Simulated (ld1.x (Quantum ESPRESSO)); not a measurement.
## nitrogen: ultrasoft pseudisation with PBE, scalar-relativistic reference atom.

* Element: nitrogen
* Generator: ld1.x (Quantum ESPRESSO) 7.5
* Type: ultrasoft
* Functional: PBE
* Relativity: scalar-relativistic
* Frozen core: [He]
* Valence charge: 5
* Reference configuration: 2s2 2p3
* Partial waves: 2s (bound): rcut 0.95, rcutus 1.10 bohr; 2s channel at -0.75 Ry: rcut 0.95, rcutus 1.10 bohr; 2p (bound): rcut 1.95, rcutus 2.10 bohr; 2p channel at 0.05 Ry: rcut 1.95, rcutus 2.10 bohr; 3d channel at 0.3 Ry: rcut 1.90, rcutus 2.45 bohr
* Local potential: all-electron potential smoothed inside 1.45 bohr (lloc = -1)
* Core correction: a·sin(br)/r model core inside 1.15 bohr
* Augmentation charge: PSQ, inside the norm-conserving radii

- Cutoffs needed: 15 Ry and 21 Ry (the cutoffs (Ry, on a coarse ladder) from which the occupation-weighted sum of valence levels, in a spherical-Bessel basis at the reference potential, stays within 10 and 1 mRy of its value at 400 Ry)
- Ghost test: no extra level below or beside the all-electron valence levels (s, p, d, f tested) (spherical-Bessel basis up to 400 Ry, 20 bohr box)
- Configuration tests: test run stopped at test 4 of 7 (negative rho)
- Lowest eigenvalue of the overlap operator: 0.54 (s channel)
- Density cutoff estimated by the generator: 260 Ry
